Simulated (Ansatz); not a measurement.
Basis-set series for C$_{3}$H$_{7}$NOSi (`C/C=C1\N[SiH2]O1`). The species carries charge 0 and has multiplicity 1. Geometry: relaxed with PBE0-D4/def2-TZVP.

```xyz
13

C    -1.979    0.245   -0.857
C    -1.035    0.732    0.191
C     0.167    0.215    0.405
N     0.884   -0.827   -0.209
Si    2.216   -0.441    0.810
O     1.060    0.630    1.388
H    -2.958    0.005   -0.431
H    -1.614   -0.663   -1.343
H    -2.147    0.991   -1.641
H    -1.326    1.557    0.830
H     0.668   -1.172   -1.125
H     2.656   -1.465    1.788
H     3.408    0.194    0.194
```

```csv
functional,basis,functions,energy (Eh),HOMO (eV),LUMO (eV)
PBE0-D4,def2-SVP,123,-537.33490,-5.68,-0.10
PBE0-D4,def2-TZVPP,295,-537.72562,-5.75,-0.53
ωB97M-V,def2-SVP,123,-537.60753,-7.84,1.84
ωB97M-V,def2-TZVPP,295,-538.00892,-7.94,1.17
```

**Question.** Give the rows for def2-QZVPP. (An estimate is asked.)

**Answer.** Computed: 
```csv
functional,basis,functions,energy (Eh),HOMO (eV),LUMO (eV)
PBE0-D4,def2-QZVPP,565,-537.74983,-5.78,-0.65
ωB97M-V,def2-QZVPP,565,-538.03138,-7.96,0.85
```

Positive LUMOs are unbound and depend on the basis.
